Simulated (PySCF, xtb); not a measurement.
Si(Cl)(Me)(OH)2 (CH₅ClO₂Si), SMILES C[Si](O)(O)Cl. Other conformers were not sampled.

Harmonic wavenumbers (cm⁻¹) from GFN2-xTB (xtb) at its own minimum, in rising order: 84, 144, 166, 201, 229, 257, 276, 299, 460, 732, 785, 812, 826, 840, 905, 956, 1385, 1475, 1479, 3041, 3054, 3063, 3646, 3683.

Q: What does PySCF with B3LYP-D3(BJ)/def2-SVP give at its own minimum? (Estimate from the structure and the level; the computed values follow.)

A: 101, 134, 185, 209, 247, 266, 304, 358, 501, 708, 763, 778, 818, 842, 918, 971, 1285, 1427, 1429, 3041, 3136, 3141, 3872, 3885. Paired by order, the mean absolute difference is 46 cm⁻¹ and the zero-point energies are 41.2 and 41.9 kcal/mol.
